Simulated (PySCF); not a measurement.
# MSn for M along group 14

PBE with double-zeta basis sets in PySCF, for the lowest determinant that a PBE0 search found; no spin–orbit coupling. De refers to high-spin ground-configuration atoms. A positive dipole means M(−)Sn(+).

```csv
M,basis,state (unpaired electrons),Re (Å),ωe (cm⁻¹),De (eV),μ (D)
C,def2-SVP,"triplet (σ ↑, π ↑)",2.027,660,3.57,2.44
Si,x2c-SVPall,triplet (π ↑↑),2.554,332,3.03,0.94
Ge,def2-SVP,triplet (π ↑↑),2.620,225,2.87,0.59
Pb,def2-SVP,triplet (π ↑↑),2.876,156,2.52,-0.59
```

Task: The row for M = Sn is missing. Estimate Re, ωe and De as the mean of the rows for Ge and Pb, and compare with the calculation.

Result: The means are 2.748 Å, 190 cm⁻¹ and 2.70 eV. PBE in def2-SVP gives Sn2 as a triplet (π ↑↑) with Re = 2.809 Å, ωe = 181 cm⁻¹, De = 2.62 eV, so the estimate is off by -6.1 pm, +5 % and +0.08 eV.

The rows differ in basis set, which adds steps of its own.

These are scalar-relativistic numbers at best; spin–orbit coupling would shift them, the dissociation energy most. States were picked by a PBE0 search and need not be the measured ground states.
